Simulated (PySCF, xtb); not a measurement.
Si(H)(F)(Me)(NH2) (CH6FNSi), SMILES F[SiH](C)N. Other conformers were not sampled.

Harmonic wavenumbers (cm⁻¹) from xtb 6.7.1 with GFN2-xTB at its own minimum, in rising order: 88, 169, 190, 239, 274, 493, 653, 667, 725, 774, 807, 828, 877, 938, 1382, 1484, 1490, 1513, 2259, 3042, 3047, 3052, 3487, 3532.

Question: What does B3LYP-D3(BJ)/def2-SVP (PySCF) give at its own minimum? (An estimate is asked for; the answer gives what the named calculation found.)

Answer: 141, 201, 254, 290, 318, 417, 633, 683, 775, 817, 846, 893, 919, 954, 1280, 1432, 1435, 1546, 2258, 3033, 3120, 3132, 3569, 3660. Paired by order, the mean absolute difference is 51 cm⁻¹ and the zero-point energies are 45.8 and 46.6 kcal/mol.
